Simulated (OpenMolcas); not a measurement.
Tm2+ in a ligand field

Tm2+ with 8 ligands (fluoride) in cubic eightfold coordination (Oh) at 2.47 Å. A charge of +0.75 e stands 2.4 Å behind each ligand. Ligand basis ANO-RCC-VDZP.

```yaml
Program: OpenMolcas 26.06
Method: "SS-CASPT2, IPEA 0.25 Eh, imaginary shift 0.1 Eh (closed shells correlated: 5s 5p and the ligand valence shells)"
Basis: ANO-RCC-VDZP [7s6p4d2f1g]
Scalar_Hamiltonian: DKH2, point nucleus
Active_space: 13 electrons in 7 orbitals (4f)
State_averaging: 2S+1 = 2 odd, 7 roots
Spin-orbit_coupling: RASSI with atomic mean-field integrals over the reference wave functions
```

The lowest spin-free states (labels of O, the rotations of Oh), above the lowest:

```tsv
State	Degeneracy	E (cm-1)
2A2	1	0
2T2	3	450
2T1	3	500
```

The lowest levels with spin-orbit coupling:

```
E (cm-1)  Degeneracy  Label  2S+1               g
       0           2     Γ7     2  3.45 3.45 3.45
     290           4     Γ8     2                
     330           2     Γ6     2  2.66 2.66 2.66
    8910           2     Γ7     2  1.45 1.45 1.45
    9120           4     Γ8     2
```

Powder χT (cm3 K/mol): 1.13 at 2 K, 1.19 at 10 K, 1.47 at 50 K, 1.81 at 100 K, 2.26 at 200 K, 2.43 at 300 K. The effective moment at 300 K is 2.828 √(χT) = 4.41 μB.

Hund's rules give f13 the level 2F7/2 with g = 1.143, so an isolated free-ion multiplet has χT = g² J(J+1) / 8 = 2.571 cm3 K/mol. The computed 2.427 at 300 K differs by -6 %, through the field's splitting, the mixing of terms and any other multiplet in reach.

Stevens parameters of the J = 7/2 multiplet, which is 328 cm-1 wide (cm-1, z along the main axis): B40 = 1.817e-01, B44 = 9.086e-01, B60 = 2.054e-03, B64 = -4.317e-02.

Roots that are degenerate in the reference are averaged as groups; the widest CASPT2 spread within a group is 29 cm-1 (the 3-fold group of multiplicity 2 near 448 cm-1 above the lowest state of its run). Shifts and gaps below about the spread of the groups concerned are not significant. Over all roots computed the reference weight is 0.62; a low but even weight reflects the number of correlated electrons. Splittings of an f shell from a small cluster at a set distance can be off by tens of per cent, mostly too small. No measured value stands beside these numbers; the geometry was imposed, not optimised, and the real ion may take another.
